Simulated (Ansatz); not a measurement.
Consider the redistribution: `BBC` + `[NH2][SnH2][OH]` → `CBN` + `[BH2][SnH2][OH]`.

Isolated molecules relaxed with PBE0-D4/def2-TZVP in Ansatz; ΔE leaves out vibrations. CBS: MP2 limit from def2 TZ/QZ plus the TZ coupled-cluster correction, frozen cores. DFT in def2-TZVPP. B3LYP here is the variant with VWN-RPA as its local correlation; programs differ in this. HSE06 is defined as in plane-wave codes. def2 core potentials past Kr. For Sn outer-core shells are correlated without core-valence functions, which leaves a few kJ/mol of doubt a bond. One conformer a species, not always the lowest.

`BBC`:

Z-matrix (Å, degrees):
```
C
B 1 1.564
H 1 1.091 2 116.3
H 1 1.100 2 106.4 3 120.0
H 1 1.095 2 111.4 3 -126.3
B 2 1.639 1 128.0 3 -9.5
H 2 1.210 1 116.2 3 172.3
H 6 1.201 2 122.0 1 93.1
H 6 1.201 2 122.4 1 -89.2
```

`[NH2][SnH2][OH]`:

Cartesian coordinates in Å:
```
N 0.859 1.245 0.227
Sn -0.545 -0.161 -0.076
O 0.418 -1.621 -0.974
H 0.536 2.196 0.121
H 1.380 1.172 1.089
H -1.687 0.488 -1.161
H -1.201 -0.840 1.356
H 0.241 -2.478 -0.582
```

`CBN`:

```xyz
9

C    -0.185   -0.121    1.155
B    -0.440    0.000   -0.387
N     0.600    0.169   -1.295
H    -0.582   -1.070    1.534
H    -0.731    0.660    1.695
H     0.868   -0.058    1.443
H    -1.554   -0.051   -0.837
H     0.458    0.248   -2.287
H     1.567    0.223   -1.021
```

`[BH2][SnH2][OH]`:

```xyz
8

B     1.385    0.713    0.303
Sn   -0.666    0.130   -0.404
O    -1.347   -1.422    0.618
H     2.006    0.002    1.034
H     1.883    1.737   -0.057
H    -0.669   -0.317   -2.062
H    -1.890    1.285   -0.129
H    -0.702   -2.128    0.697
```

```
             level  ΔE (kJ/mol)  difference from CCSD(T)/CBS
            PBE-D4       -136.5                          1.7
         revPBE-D4       -133.2                          5.0
           BLYP-D4       -135.0                          3.2
         r2SCAN-D4       -135.1                          3.1
            B97M-V       -125.7                         12.5
           PBE0-D4       -140.0                         -1.8
          B3LYP-D4       -138.7                         -0.5
        r2SCANh-D4       -137.3                          0.9
        r2SCAN0-D4       -140.2                         -2.0
          BHLYP-D4       -141.3                         -3.1
      CAM-B3LYP-D4       -140.4                         -2.2
           ωB97M-V       -140.8                         -2.6
            B2PLYP       -140.4                         -2.2
          PBE-QIDH       -142.9                         -4.7
               PBE       -136.8                          1.4
              BLYP       -135.7                          2.5
            r2SCAN       -135.2                          3.0
              PBE0       -140.3                         -2.1
             B3LYP       -139.2                         -1.0
           r2SCANh       -137.3                          0.9
           r2SCAN0       -140.3                         -2.1
             HSE06       -140.3                         -2.1
             BHLYP       -141.5                         -3.3
         CAM-B3LYP       -140.7                         -2.5
           LC-ωPBE       -138.1                          0.1
RPA@PBE/def2-TZVPP       -144.7                         -6.5
       HF/def2-SVP       -161.1                        -22.9
      MP2/def2-SVP       -162.3                        -24.1
     CCSD/def2-SVP       -163.4                        -25.2
  CCSD(T)/def2-SVP       -164.5                        -26.3
     HF/def2-TZVPP       -138.6                         -0.4
    MP2/def2-TZVPP       -144.5                         -6.3
SCS-MP2/def2-TZVPP       -142.1                         -3.9
   CCSD/def2-TZVPP       -142.8                         -4.6
CCSD(T)/def2-TZVPP       -143.0                         -4.8
    MP2/def2-QZVPP       -141.3                         -3.1
SCS-MP2/def2-QZVPP       -139.0                         -0.8
      HF/CBS(def2)       -137.0                          1.2
     MP2/CBS(def2)       -139.8                         -1.6
    CCSD/CBS(def2)       -138.1                          0.1
       CCSD(T)/CBS       -138.2                            0
```

Largest T1 diagnostic among the species: 0.014.

At CCSD(T), def2-SVP lies −26.3 kJ/mol from the extrapolated value and def2-TZVPP −4.7 kJ/mol. From r2SCAN to r2SCAN0 (25 % exact exchange), in def2-TZVPP and without D4, ΔE moves by −5.1 kJ/mol.
